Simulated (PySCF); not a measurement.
Input for PySCF: R-B3LYP/LANL2DZ on BrO2Re (SMILES [O]=[Re](=[O])[Br]), 2S+1 = 1, a spin state set in the input, which need not be the lowest.

```python
from pyscf import gto, scf, dft, mp
from pyscf.data.elements import chemcore

mol = gto.M(
    atom='''
    Re    0.05612992   -0.07793975    0.05059822
    O     1.60309563   -0.55718168   -0.43244047
    O    -0.52909203   -0.88780938    1.41361714
    Br   -1.18812125    1.58989609   -1.08791903
    ''',
    basis='lanl2dz',
    ecp={'Br': 'lanl2dz', 'Re': 'lanl2dz'},
    charge=0, spin=0, verbose=3, max_memory=1800)
mf = dft.RKS(mol, xc='b3lyp')
mf.conv_tol = 1e-8
mf.max_cycle = 100
mf.kernel()
if not mf.converged:
    mf = mf.newton().run(mf.mo_coeff, mf.mo_occ)
```

Program output:

```
converged SCF energy = -242.752154631372
```

The calculation finished and met its thresholds.

Cost: about 1.6 core-seconds (a rough figure).
